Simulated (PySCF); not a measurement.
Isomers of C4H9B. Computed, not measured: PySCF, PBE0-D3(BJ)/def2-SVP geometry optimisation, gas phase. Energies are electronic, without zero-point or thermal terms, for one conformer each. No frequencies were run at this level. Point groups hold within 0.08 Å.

**Question.** Order them by energy at this level, lowest first, and give relative energies in kJ/mol.
A. `[BH:1]1[CH2:2][CH2:3][CH2:4][CH2:5]1` with C5–B1–C2–C3 11°, B1–C2–C3–C4 -30°, C2–C3–C4–C5 38°, C3–C4–C5–B1 -30°
B. `[BH2:1][CH:2]1[CH2:3][CH2:4][CH2:5]1` with H–B1–C2–C3 -37° and 146°, B1–C2–C3–C4 -148°, C2–C3–C4–C5 16°, C3–C4–C5–C2 -16°, B1–C2–C5–C4 147°
C. `[CH2:1]=[CH:2][BH:3][CH2:4][CH3:5]` with C1–C2–B3–C4 -179°, C2–B3–C4–C5 -171°
D. `[BH2:1][CH2:2][C:3](=[CH2:4])[CH3:5]` with H–B1–C2–C3 -16° and 167°, B1–C2–C3–C4 -111°

**Answer.** A (0.0), C (82.8), D (122.5), B (140.1).

As drawn, the highest has a four-membered ring, which the lowest lacks.

```
  SMILES      E (Eh)  E rel (kJ/mol)  dipole (D)  point group      A, B, C (MHz)
 B1CCCC1  -182.33426             0.0        0.41           C2   6911, 6481, 3761
  C=CBCC  -182.30272            82.8        0.82            –  22347, 1947, 1834
BCC(=C)C  -182.28761           122.5        0.67           C1   7437, 3849, 2909
 BC1CCC1  -182.28089           140.1        0.76      near Cs   9916, 4273, 3324
```
